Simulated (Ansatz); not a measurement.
A nudged elastic band was laid between two geometries of AlH3O + H6OSi2 (14 atoms, charge 0, multiplicity 1).

Method: RKS BHLYP/6-31G* in Ansatz 0.2.0.

```yaml
movable_images: 5
climbing_image: yes
spring: 5.0 eV/Å²
optimiser: quadratic models (default)
start_path: through a guess of the saddle point
force_threshold: 0.05 eV/Å
iteration_limit: 33
end_points: relaxed
```

Initial state:

```xyz
14
Properties=species:S:1:pos:R:3
Si -0.364 0.522 0.048
O -0.575 -0.250 1.498
Si -1.417 -0.087 2.907
H -2.797 -0.581 2.740
H -0.732 -0.885 3.937
H -1.460 1.330 3.317
H 1.067 0.779 -0.167
H -1.097 1.804 0.078
H -0.903 -0.317 -1.035
O 1.163 -2.429 0.801
Al 0.923 -4.107 0.779
H 1.957 -4.963 -0.040
H -0.298 -4.740 1.559
H 0.583 -1.825 1.269
```

Final state:

```xyz
14
Properties=species:S:1:pos:R:3
Si 0.246 -0.468 -0.839
O -0.155 -0.155 2.655
Si -1.468 -0.240 3.637
H -2.740 -0.229 2.874
H -1.471 -1.465 4.473
H -1.425 0.937 4.523
H 1.349 0.472 -0.572
H -1.040 0.249 -0.802
H 0.431 -1.056 -2.182
O 0.238 -1.666 0.298
Al 0.620 -3.322 0.504
H 1.160 -4.116 -0.740
H 0.382 -3.912 1.937
H -0.077 -0.779 1.924
```

Question: What changes between the two ends?

Answer: Bonds broken: Si1–O2, O10–H14. Bonds formed: Si1–O10, O2–H14. AlH3O + H6OSi2 becomes AlH5OSi + H4OSi.

Question: Give the energies along the band, and the barrier.

Answer: The run ended unconverged. The highest image is number 3 of 0 to 6, 1.31 eV above the first end and 1.41 eV above the last; the last end lies 0.10 eV below the first. The band didn't meet its force threshold, so its energies are provisional: the largest band force was still 0.07 eV/Å, and over the last iterations the top moved between 1.31 and 1.32 eV. Neighbouring images lie up to 1.8 Å apart, so the band is torn or far too coarse. The orbitals stay closed-shell, which can raise the energy where a bond breaks towards radicals; this wasn't checked here.

| image | path coordinate (Å) | energy (eV) | Si1–O2 (Å) | O10–H14 (Å) | Si1–O10 (Å) |
| --- | --- | --- | --- | --- | --- |
| 0 | 0.00 | 0.00 | 1.66 | 0.96 | 3.41 |
| 1 | 1.79 | 0.00 | 1.66 | 0.96 | 3.29 |
| 2 | 3.59 | 0.17 | 1.66 | 0.96 | 2.80 |
| 3 | 5.38 | 1.31 | 1.97 | 1.10 | 1.82 |
| 4 | 6.79 | -0.02 | 2.97 | 1.92 | 1.66 |
| 5 | 8.20 | -0.09 | 3.39 | 1.90 | 1.65 |
| 6 | 9.60 | -0.10 | 3.53 | 1.88 | 1.65 |

Time of the run: 13 min on 2 threads of Intel(R) Xeon(R) Platinum 8259CL CPU @ 2.50GHz (Skylake/Cascade Lake) (shared host), peak memory 0.3 GiB.
